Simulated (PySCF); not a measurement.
YO2, SMILES [Y](=[O])=[O] (connectivity only; charge and spin as stated), neutral, multiplicity 2. Atoms are numbered in the order given.

```xyz
3

Y      0.0000     0.0000     0.2653
O      0.0000     1.6820    -0.6467
O      0.0000    -1.6820    -0.6467
```
Charge 0, spin multiplicity 2.

The structure is a stationary point at PBE-D3(BJ)/def2-TZVP. The def2 effective core potentials stand for the cores of Y; spin–orbit coupling is left out.

All values below come from PySCF with TDA-PBE/def2-TZVPD.

Vertical excitations. 

Computed UV-visible absorptions:
```csv
state,energy (eV),λ (nm),f,main pairs
root 1,0.84,1471,0.000,β HOMO→LUMO 100 %
root 2,1.02,1217,0.000,β HOMO−1→LUMO 100 %
root 3,1.52,818,0.000,β HOMO−2→LUMO 100 %
root 4,1.55,798,0.000,β HOMO−3→LUMO 100 %
root 5,2.69,460,0.001,β HOMO→LUMO+1 97 %
root 6,2.77,448,0.078,β HOMO−4→LUMO 74 %
root 7,2.89,430,0.005,β HOMO−1→LUMO+1 98 %
root 8,3.03,409,0.001,α HOMO→LUMO 97 %
root 9,3.23,384,0.008,α HOMO−1→LUMO 98 %
root 10,3.36,369,0.000,β HOMO−2→LUMO+1 98 %
```
Unrestricted roots are not spin-pure.
